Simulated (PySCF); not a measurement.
**Polarisability and C₆ of N³⁺ (nitrogen, charge +3)**

[He] 2s2, closed-shell 1S. Computed with PySCF 2.14 in x2c-QZVPPall with one added diffuse shell each of s, p, d, f type (8s5p4d3f1g, 73 functions), with the spin-free X2C one-electron Hamiltonian (Gaussian nucleus). Coupled (time-dependent) response in atomic units; α is the mean over directions.

```csv
method,mean α (bohr³),C₆ (like pair),S(−4)
UHF,2.228,2.245,7.029
PBE,2.087,2.058,6.083
PBE0,2.117,2.098,6.266
B3LYP,2.140,2.112,6.544
TPSSh,2.142,2.187,6.067
```

S(−4) is the Cauchy moment in α(ω) = α(0) + S(−4) ω² + …

α(iu) at UHF:

| u (hartree) | α(iu) (bohr³) |
| --- | --- |
| 0 | 2.228 |
| 0.0500 | 2.211 |
| 0.100 | 2.160 |
| 0.200 | 1.981 |
| 0.300 | 1.743 |
| 0.500 | 1.276 |
| 0.750 | 0.8626 |
| 1.00 | 0.6134 |
| 1.50 | 0.3602 |
| 2.00 | 0.2418 |
| 3.00 | 0.1344 |
| 5.00 | 0.06130 |

A single London oscillator, α(iu) = α/(1 + u²/ω²), gives C₆ = (3/4) ω α². Matching the computed C₆ needs ω = 4 × 2.245 / (3 × 2.228²) = 0.603 hartree.

For an ion, C₆ is the dispersion term alone; charge-induced terms of lower order in 1/R come first.
